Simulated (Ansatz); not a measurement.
```yaml
crystal:
  periodic: [false, false, false]
  atoms:
    - {symbol: C, position_ang: [-0.742563, 0.945102, -0.412600]}
    - {symbol: Ge, position_ang: [-0.082036, -0.498055, 0.849562]}
    - {symbol: C, position_ang: [1.681631, -1.071363, 0.341598]}
    - {symbol: N, position_ang: [2.778339, -1.348498, 0.097088]}
    - {symbol: H, position_ang: [-1.734160, 1.272599, -0.066458]}
    - {symbol: H, position_ang: [-0.030358, 1.775304, -0.402098]}
    - {symbol: h, position_ang: [-0.789424, 0.475582, -1.407324]}
    - {symbol: H, position_ang: [-1.010923, -1.688399, 0.941522]}
basis:
  gaussian: {orbitals: def2-TZVPD, fitting: {mean_field: cc-pVTZ-jkfit}}
magnetization: {spin_polarized: true, initial_magnetization: 1}
hamiltonian: {xc: {name: BLYP}}
accuracy: high
scf: {lower_state_search: light}
output: {forces: true}
```

```sh
$ ansatz run in.yaml --threads 4 --pin off --events-out ev --progress --plain --max-ram 10444MiB
```

**Question.** How does Ansatz answer? (Best estimate.)

**Answer.** The calculation gave: The program refused the input.
```
Error: YAML parse error: error: line 10 column 16: `h` is not an element symbol (H … Og, case-exact)
 8 |     - {symbol: H, position_ang: [-1.734160, 1.272599, -0.066458]}
 9 |     - {symbol: H, position_ang: [-0.030358, 1.775304, -0.402098]}
10 |     - {symbol: h, position_ang: [-0.789424, 0.475582, -1.407324]}
11 |     - {symbol: H, position_ang: [-1.010923, -1.688399, 0.941522]}
12 | basis:
```
